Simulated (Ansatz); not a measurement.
BClGaH3S, SMILES `B[S][GaH][Cl]`. Total charge 0; spin multiplicity 1.

Cartesian coordinates in Å:
```
B -0.6449 -1.4773 -0.1340
S -0.5201 -0.0822 -1.2356
Ga 0.5630 1.2929 0.1142
Cl 1.0012 3.2094 -0.7281
H -0.1963 -1.4451 0.9726
H -1.1978 -2.4474 -0.5523
H 0.9949 0.9497 1.5631
```

(1) List the harmonic frequencies (cm⁻¹, unscaled) at PBE0-D4/def2-TZVP in Ansatz. (Best estimate.)

(2) Is this a minimum?

(3) Give the ideal-gas thermochemistry at 298.15 K and 1 bar (rigid rotor, harmonic oscillator; point group Cs, symmetry number 1).

(4) Rotational constants (cm⁻¹)?

Answers

(1) The calculation gave: 47, 108, 194, 341, 396, 430, 445, 600, 797, 833, 953, 1205, 2039, 2591, 2693.

(2) Yes, all 15 modes are real.

(3) Zero-point energy 81.8 kJ/mol; H(298) − E = 101.5 kJ/mol; entropy 350.0 J/(mol·K), of which translation 171.4, rotation 114.6, vibration 63.9; G(298) − E = -2.8 kJ/mol. Modes under 100 cm⁻¹ are hindered rotations or soft bends, so the harmonic entropy is rough.

(4) 0.2932, 0.04895, 0.04194.
